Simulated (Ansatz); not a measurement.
Computed with Ansatz on PBE0-D4/def2-TZVP structures; ΔE is electronic, products minus reactants. CCSD(T)/CBS is the MP2 limit (def2-TZVPP, def2-QZVPP) plus CCSD(T) − MP2 in def2-TZVPP, frozen cores. This one scheme is used for every species, atoms too. DFT in def2-TZVPP. HSE06 is defined as in plane-wave codes. No spin–orbit coupling; open shells (•) take unrestricted orbitals. Spin–orbit coupling would lower the free atoms: a little for B, C; clearly for Se. For Se outer-core shells are correlated without core-valence functions, so the limit isn't a true one: a few kJ/mol of doubt a bond, and 10 to 20 or more in all where bonds break to atoms. Scalar relativity is left out up to krypton. One conformer a species, not always the lowest.

Reaction (atomization): `C=CB[SeH]` → B• + 2 C• + 5 H• + Se•

`C=CB[SeH]`:

Z-matrix (Å, degrees):
```
C
C 1 1.337
H 1 1.086 2 120.9
H 1 1.086 2 122.6 3 -180.0
B 2 1.534 1 120.9 3 0.0
H 2 1.089 1 118.0 3 180.0
Se 5 1.916 2 124.2 1 179.9
H 5 1.195 2 121.5 1 -0.1
H 7 1.471 5 97.2 2 -0.0
```

```
          level  ΔE (kJ/mol)
      revPBE-D4       3397.9
     r2SCAN0-D4       3376.6
       HSE06-D4       3426.1
   CAM-B3LYP-D4       3406.0
        ωB97M-V       3397.1
         r2SCAN       3418.3
          BHLYP       3299.6
CCSD/def2-TZVPP       3262.4
```

Task: What does CCSD(T)/CBS give? (Best estimate.)

Result: Computed: +3391.1 kJ/mol. The listed levels differ from it by 6.8, -14.5, 35.0, 14.9, 6.0, 27.2, -91.5, -128.7 kJ/mol.

Largest T1 diagnostic among the species: 0.014.

In def2-TZVPP, CCSD(T) changes the Hartree–Fock value by +762.2 kJ/mol (the triples alone add +52.5 kJ/mol) and MP2 by +809.3 kJ/mol; breaking electron pairs costs correlation energy, which Hartree–Fock lacks. The D4 term adds +27.4 kJ/mol with B3LYP and +14.3 kJ/mol with PBE0; it sums over pairs of atoms, weighted by their polarisabilities, and B3LYP, whose exchange is more repulsive, gets the larger term. From BLYP to BHLYP (50 % exact exchange), in def2-TZVPP and without D4, ΔE moves by −62.7 kJ/mol: exact exchange takes away binding that semilocal exchange gives to molecules.

B3LYP here is the variant with VWN-RPA as its local correlation; programs differ in this.

For atomizations the MP2-based limit and the directly extrapolated one differ by several kJ/mol either way, and by 10 to 25 for some Ge, Se and Sn compounds, so smaller differences from it don't rank the levels.
